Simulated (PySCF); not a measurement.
Isomers of C7H10O.

All values: wB97X-D/def2-SVPD (PySCF) at GFN2-xTB geometries, gas phase, one conformer each. Core orbitals are frozen in the response; Δα² is half the sum of the squared differences of the principal polarisabilities.

(1) Rank by HOMO energy, lowest first.
A. `[CH:1]#[C:2][C:3](=[CH2:4])[O:5][CH:6]([CH3:7])[CH3:8]` with C2–C3–O5–C6 180°, C3–O5–C6–C7 -159°
B. `[CH2:1]=[CH:2][CH2:3][C@H:4]([CH:5]=[CH2:6])[CH:7]=[O:8]` with C1–C2–C3–C4 -118°, C2–C3–C4–C5 -65°, C3–C4–C5–C6 131°, C3–C4–C7–O8 7°
C. `[OH:1][CH2:2][C:3]1=[CH:4][CH2:5][CH2:6][CH:7]=[CH:8]1` with H–O1–C2–C3 -55°, O1–C2–C3–C4 123°, C3–C4–C5–C6 -31°, C4–C5–C6–C7 43°, C5–C6–C7–C8 -31°, C2–C3–C8–C7 -166°
D. `[CH3:1][CH2:2][C@@H:3]1[CH2:4][CH:5]=[CH:6][C:7]1=[O:8]` with C1–C2–C3–C4 -174°
E. `[CH:1]#[C:2]/[C:3](=[CH:4]/[CH2:5][CH3:6])[CH2:7][OH:8]` with C3–C4–C5–C6 107°, C2–C3–C7–O8 -88°, C3–C7–O8–H 57°

(2) Rank by dipole moment, lowest first.
A. `[CH:1]#[C:2]/[C:3](=[CH:4]/[CH2:5][CH3:6])[CH2:7][OH:8]` with C3–C4–C5–C6 107°, C2–C3–C7–O8 -88°, C3–C7–O8–H 57°
B. `[OH:1][CH2:2][C:3]1=[CH:4][CH2:5][CH2:6][CH:7]=[CH:8]1` with H–O1–C2–C3 -55°, O1–C2–C3–C4 123°, C3–C4–C5–C6 -31°, C4–C5–C6–C7 43°, C5–C6–C7–C8 -31°, C2–C3–C8–C7 -166°
C. `[CH3:1][CH2:2][C@@H:3]1[CH2:4][CH:5]=[CH:6][C:7]1=[O:8]` with C1–C2–C3–C4 -174°
D. `[CH2:1]=[CH:2][CH2:3][C@H:4]([CH:5]=[CH2:6])[CH:7]=[O:8]` with C1–C2–C3–C4 -118°, C2–C3–C4–C5 -65°, C3–C4–C5–C6 131°, C3–C4–C7–O8 7°

(3) Rank by polarisability anisotropy Δα, lowest first.
A. `[CH:1]#[C:2]/[C:3](=[CH:4]/[CH2:5][CH3:6])[CH2:7][OH:8]` with C3–C4–C5–C6 107°, C2–C3–C7–O8 -88°, C3–C7–O8–H 57°
B. `[CH3:1][CH2:2][C@@H:3]1[CH2:4][CH:5]=[CH:6][C:7]1=[O:8]` with C1–C2–C3–C4 -174°
C. `[OH:1][CH2:2][C:3]1=[CH:4][CH2:5][CH2:6][CH:7]=[CH:8]1` with H–O1–C2–C3 -55°, O1–C2–C3–C4 123°, C3–C4–C5–C6 -31°, C4–C5–C6–C7 43°, C5–C6–C7–C8 -31°, C2–C3–C8–C7 -166°
D. `[CH2:1]=[CH:2][CH2:3][C@H:4]([CH:5]=[CH2:6])[CH:7]=[O:8]` with C1–C2–C3–C4 -118°, C2–C3–C4–C5 -65°, C3–C4–C5–C6 131°, C3–C4–C7–O8 7°
E. `[CH:1]#[C:2][C:3](=[CH2:4])[O:5][CH:6]([CH3:7])[CH3:8]` with C2–C3–O5–C6 180°, C3–O5–C6–C7 -159°

## Answers

(1) B (-9.14 eV), D (-8.91 eV), E (-8.67 eV), A (-8.49 eV), C (-8.09 eV).

(2) A (1.27 D), B (2.12 D), D (2.65 D), C (3.81 D).

(3) D (4.09 Å³), B (4.40 Å³), C (4.76 Å³), E (5.48 Å³), A (7.70 Å³).

All values together:

| SMILES | μ (D) | HOMO (eV) | LUMO (eV) | α (Å³) | Δα (Å³) |
| --- | --- | --- | --- | --- | --- |
| C#C/C(=C/CC)CO | 1.27 | -8.67 | 0.84 | 13.56 | 7.70 |
| OCC1=CCCC=C1 | 2.12 | -8.09 | 1.01 | 12.58 | 4.76 |
| C#CC(=C)OC(C)C | 1.36 | -8.49 | 1.23 | 13.19 | 5.48 |
| CC[C@@H]1CC=CC1=O | 3.81 | -8.91 | 0.39 | 12.08 | 4.40 |
| C=CC[C@H](C=C)C=O | 2.65 | -9.14 | 0.67 | 12.96 | 4.09 |

Conformers: `[CH:1]#[C:2]/[C:3](=[CH:4]/[CH2:5][CH3:6])[CH2:7][OH:8]` with C3–C4–C5–C6 107°, C2–C3–C7–O8 -88°, C3–C7–O8–H 57°; `[OH:1][CH2:2][C:3]1=[CH:4][CH2:5][CH2:6][CH:7]=[CH:8]1` with H–O1–C2–C3 -55°, O1–C2–C3–C4 123°, C3–C4–C5–C6 -31°, C4–C5–C6–C7 43°, C5–C6–C7–C8 -31°, C2–C3–C8–C7 -166°; `[CH:1]#[C:2][C:3](=[CH2:4])[O:5][CH:6]([CH3:7])[CH3:8]` with C2–C3–O5–C6 180°, C3–O5–C6–C7 -159°; `[CH3:1][CH2:2][C@@H:3]1[CH2:4][CH:5]=[CH:6][C:7]1=[O:8]` with C1–C2–C3–C4 -174°; `[CH2:1]=[CH:2][CH2:3][C@H:4]([CH:5]=[CH2:6])[CH:7]=[O:8]` with C1–C2–C3–C4 -118°, C2–C3–C4–C5 -65°, C3–C4–C5–C6 131°, C3–C4–C7–O8 7°.
